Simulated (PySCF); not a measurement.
# [BiCl4]− at several levels of theory

Computed with PySCF 2.14.0 (density fitting, no spin-orbit coupling) at the geometry relaxed with BP86:

```xyz
5
[BiCl4]− (singlet)
Bi    0.0051    0.2454    0.0000
Cl   -0.0269   -1.2935    2.1359
Cl   -0.0269   -1.2935   -2.1359
Cl    2.1723    1.7403    0.0000
Cl   -2.0981    1.8291    0.0000
```

```tsv
level	basis	state	HOMO (eV)	gap (eV)	charge on Bi1 (e)	dipole about the centre of mass (D)	largest force component (eV/Å)
BP86	Bi def2-SVP with ECP60, Cl def2-SVP	singlet	-2.12	3.78	0.81	0.00	0.01
wB97X	the same	singlet	-5.07	9.10	1.05	0.00	0.23
BP86	Bi def2-TZVP with ECP60, Cl def2-TZVP	singlet	-2.72	3.80	1.03	0.00	0.10
BP86	Bi x2c-SVPall, Cl x2c-SVPall	singlet	-2.10	3.75	0.81	0.00	0.04
```

Charges are Mulliken's, which hang on the basis. The relaxation used the grid (50, 194), these runs (75, 302) or, all-electron (x2c bases, spin-free X2C Hamiltonian), (99, 590).

(1) A further run in the first row's basis gives HOMO (eV) -2.60, gap (eV) 4.55, charge on Bi1 (e) 0.95, dipole about the centre of mass (D) 0.00, largest force component (eV/Å) 0.09. Which level was it?
A. TPSSh
B. BLYP
C. TPSS

Results:

(1) A. The others give HOMO -1.73 eV (BLYP); -2.18 eV (TPSS).
